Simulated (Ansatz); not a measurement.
Species: IrO2, net charge 0, doublet state. The spin state was set by rule; other spins were not relaxed. SMILES: [O]=[Ir]=[O]
Coordinates optimised at B3LYP-D3(BJ)/def2-TZVP (Ansatz, an electronic-structure program):
```xyz
3

Ir    -0.0001     0.0028     0.0188
O      1.6948    -0.0173    -0.0851
O     -1.6943    -0.0097    -0.0956
```
Charge 0, spin multiplicity 2.

Wanted: vertical electron affinity (to the singlet state of charge -1; a negative value means that the extra electron is unbound and the number depends on the basis; each state is the SCF solution reached for its spin; the UHF <S^2> is 0.86 for the doublet (pure: 0.75); for the singlet T1 is 0.034; for the doublet the Hartree-Fock reference is unstable and T1 is 0.043), in eV. Cores are frozen in the correlated levels unless marked. UHF or UKS for open shells. Spin-orbit coupling is left out. The frozen core is the preceding noble-gas configuration, with the filled d and f shells of earlier blocks. Past Kr the def2 sets carry scalar-relativistic core potentials. Anions need diffuse functions: def2-D sets add few.  The program attaches cautions to a run behind HF/def2-SVPD: large difference. The program attaches cautions to a run behind MP2/def2-SVPD: large difference. The program attaches cautions to a run behind CCSD/def2-SVPD: large difference. The program attaches cautions to a run behind CCSD/def2-TZVPPD: large difference. The program attaches cautions to a run behind CCSD(T)/def2-SVPD: large difference. The program attaches cautions to a run behind CCSD(T)/def2-TZVPPD: large difference.

```tsv
level	program	vertical electron affinity (eV)
HF/def2-SVPD	Ansatz	2.33
HF/def2-QZVPPD	Ansatz	2.30
SVWN5/def2-TZVPD	Ansatz	3.59
PBE/def2-TZVPD	Ansatz	3.26
PBE0/def2-TZVPD	Ansatz	3.34
BHLYP/def2-TZVPD	Ansatz	3.42
CAM-B3LYP/def2-TZVPD	Ansatz	3.51
wB97X-V/def2-TZVPD	Ansatz	3.41
wB97X/def2-TZVPD	Ansatz	3.46
MP2/def2-SVPD	Ansatz	5.99
CCSD/def2-SVPD	Ansatz	3.50
CCSD/def2-TZVPPD	Ansatz	3.41
CCSD(T)/def2-SVPD	Ansatz	3.63
CCSD(T)/def2-TZVPPD	Ansatz	3.31
```
